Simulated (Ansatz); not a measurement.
Reactions of `C[N](C)[In]([CH3])[Br]`.

Gas-phase electronic energies from Ansatz, PBE0-D4/def2-TZVP geometries. CBS: MP2 limit from def2 TZ/QZ plus the TZ coupled-cluster correction, frozen cores. This one scheme is used for every species, atoms too. Functionals use def2-TZVPP. No spin–orbit coupling; open shells (•) take unrestricted orbitals. Spin–orbit coupling would lower the free atoms: a little for C; clearly for Br; strongly for In. Elements past krypton have def2 core potentials. Bonds to As, Br, In are less sure, by a few kJ/mol each and by 10 to 20 or more in all where they break to atoms, as the def2 sets lack core-valence functions. Scalar relativity is left out up to krypton. One conformer a species, not always the lowest.

```json
{"reaction": "`C[N](C)[In]([CH3])[Br]` + `O[SiH3]` → `C[N](C)[In]([CH3])[O][SiH3]` + HBr", "B2PLYP (kJ/mol)": "95", "LDA (SPW92) (kJ/mol)": "95", "PBE-D4 (kJ/mol)": "94", "MP2/CBS(def2) (kJ/mol)": "97"}
{"reaction": "`C[N](C)[In]([CH3])[Br]` + H₂ → `[CH3][InH][Br]` + `CNC`", "B2PLYP (kJ/mol)": "-10", "LDA (SPW92) (kJ/mol)": "-7", "PBE-D4 (kJ/mol)": "-5", "MP2/CBS(def2) (kJ/mol)": "18"}
{"reaction": "`C[N](C)[In]([CH3])[Br]` → `[CH2]` (triplet) + `C[N](C)[InH][Br]`", "B2PLYP (kJ/mol)": "457", "LDA (SPW92) (kJ/mol)": "528", "PBE-D4 (kJ/mol)": "469", "MP2/CBS(def2) (kJ/mol)": "487"}
{"reaction": "`C[N](C)[In]([CH3])[Br]` + H₂ → `C[N](C)[InH][Br]` + CH₄", "B2PLYP (kJ/mol)": "-43", "LDA (SPW92) (kJ/mol)": "-44", "PBE-D4 (kJ/mol)": "-39", "MP2/CBS(def2) (kJ/mol)": "-26"}
{"reaction": "`C[N](C)[In]([CH3])[Br]` + `C[AsH][SiH3]` → `CC[AsH][SiH3]` + `C[N](C)[InH][Br]`", "B2PLYP (kJ/mol)": "35", "LDA (SPW92) (kJ/mol)": "23", "PBE-D4 (kJ/mol)": "31", "MP2/CBS(def2) (kJ/mol)": "40"}
{"reaction": "`C[N](C)[In]([CH3])[Br]` → Br• + 3 C• + 9 H• + In• + N•", "B2PLYP (kJ/mol)": "5178", "LDA (SPW92) (kJ/mol)": "5980", "PBE-D4 (kJ/mol)": "5331", "MP2/CBS(def2) (kJ/mol)": "5316"}
```

Task: Give the CCSD(T)/CBS values in the same order. (An estimate is asked.)

Result: Computed: 92, 6, 469, -34, 35, 5264 kJ/mol.

Largest T1 diagnostic: 0.015, for In•.
